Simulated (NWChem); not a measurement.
# Lowest excitation of C$_{3}$H$_{8}$Si

```xyz
12

C      1.5449    -1.2482     0.0000
C      1.3984     0.2367     0.0000
C      0.2470     0.9265     0.0000
Si    -1.4774     0.1899     0.0000
H      2.1139    -1.5853     0.8828
H      2.1139    -1.5853    -0.8828
H      0.5767    -1.7714     0.0000
H      2.3438     0.7977     0.0000
H      0.3207     2.0212     0.0000
H     -1.7248    -0.6625     1.2061
H     -2.4781     1.2994     0.0000
H     -1.7248    -0.6625    -1.2061
```
Charge 0, spin multiplicity 1.

The numbers come from NWChem runs, not from measurements. Structure: optimised with PBE0/def2-SVP, a minimum by its harmonic frequencies.

Basis set: 6-31+G*.

The correlated methods keep 8 core orbitals frozen. B3LYP has NWChem's definition, with VWN1-RPA local correlation. The Pople sets run with spherical d functions. The structure started from a generated list of species. No row is a measurement; the coupled-cluster row has its own basis-set and correlation limits.

### Question
Order these methods by the lowest vertical singlet excitation energy they give, lowest first: TDA-BHandHLYP, TD-PBE, CIS, EOM-CCSD, TD-B3LYP.

### Answer
TD-PBE (5.95 eV), TD-B3LYP (6.26 eV), TDA-BHandHLYP (6.71 eV), EOM-CCSD (6.90 eV), CIS (7.13 eV)
